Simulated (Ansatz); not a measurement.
Bond stretch in Mg₂, singlet.

Level of theory: full CI/cc-pVTZ, frozen core in Ansatz (an electronic-structure program).

Relative to R = 3.99 Å, what are the energies at R = 2.88, 3.28, 3.40, 10.72 Å?

0.264 eV at 2.88 Å, 0.054 eV at 3.28 Å, 0.030 eV at 3.40 Å, 0.042 eV at 10.72 Å.
